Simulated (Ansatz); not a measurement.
Job for Ansatz (a quantum-chemistry and plane-wave program): R-r2SCAN/def2-TZVPP on H5NSiSn (SMILES [NH2][Sn][SiH3]), a point of a torsion scan. Elements past Kr take the def2 small-core potentials; no spin–orbit coupling.

Ansatz 0.2 input:
```yaml
crystal:
  periodic: [false, false, false]
  atoms:
    - {symbol: N, position_ang: [2.08481935, -0.28581634, 0.23815047]}
    - {symbol: Sn, position_ang: [0.31669814, -0.25008527, 1.24640263]}
    - {symbol: Si, position_ang: [1.50904728, 0.18977799, 3.52646110]}
    - {symbol: H, position_ang: [2.93661405, 0.20713002, 0.46093483]}
    - {symbol: H, position_ang: [2.13149231, -0.50315655, -0.74784644]}
    - {symbol: H, position_ang: [2.22403410, -0.99396891, 4.03972365]}
    - {symbol: H, position_ang: [2.54473785, 1.24009315, 3.54800211]}
    - {symbol: H, position_ang: [0.64834215, 0.56306240, 4.66611152]}
basis:
  gaussian:
    orbitals: def2-TZVPP
hamiltonian:
  xc: {name: r2SCAN}
scf: {lower_state_search: off}
```

Question: What total energy does the run end on?

Answer: -561.6077 hartree.
